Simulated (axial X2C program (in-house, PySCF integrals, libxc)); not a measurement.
Testing model relations on WBr⁺

A bond curve at the BHandHLYP level, two-component, was computed with an in-house all-electron X2C program for linear molecules (integrals from PySCF) (basis W dyall-cv3z [13s14p9d7f4g], Br dyall-cv3z [8s9p6d4f1g] (cores contracted in-house)) for the state Ω = 1 (⟨Sz⟩ = 1.94, ⟨Lz⟩ = -0.94 at BHandHLYP). Its fit gives Re = 2.3057 Å, ωe = 316.3 cm⁻¹, ωexe = 0.599 cm⁻¹ and αe = 1.444e-04 cm⁻¹; the masses are 183.9509 and 78.9183 u. Two-component means X2C with spin–orbit coupling and atomic mean-field Coulomb and Gaunt terms.

Q: Find the reduced mass, Be and the force constant.

A: From the BHandHLYP values: μ = 55.2255 u. Be = 16.8576/(μ Re²) = 0.05742 cm⁻¹. k = 5.8918×10⁻⁷ μ ωe² = 3.26 mdyn/Å.

Q: Where do the fundamental and the first overtone lie?

A: ν(1←0) = ωe − 2ωexe = 315.1 cm⁻¹; ν(2←0) = 2ωe − 6ωexe = 629.0 cm⁻¹.

Q: Estimate the centrifugal constant by the Kratzer relation.

A: D = 4Be³/ωe² = 7.57e-09 cm⁻¹.

Q: A Morse curve ties αe to the other constants (Pekeris). How well does that hold?

A: αe(Morse) = 6Be²/ωe × (√(ωexe/Be) − 1) = 1.395e-04 cm⁻¹; the BHandHLYP curve gives 1.444e-04 cm⁻¹, a ratio of 0.97.

The state is a single determinant with fixed occupations, the lowest that a limited PBE0 search found. Density functionals use the spin component along the axis (collinear). Without a current term, density functionals place determinants with orbital angular momentum somewhat too high. With several unpaired electrons one determinant need not be a pure state. Open-shell Ω = 0 determinants with evenly filled partner blocks cannot be reached by this program, so the Ω shown need not be the lowest component.
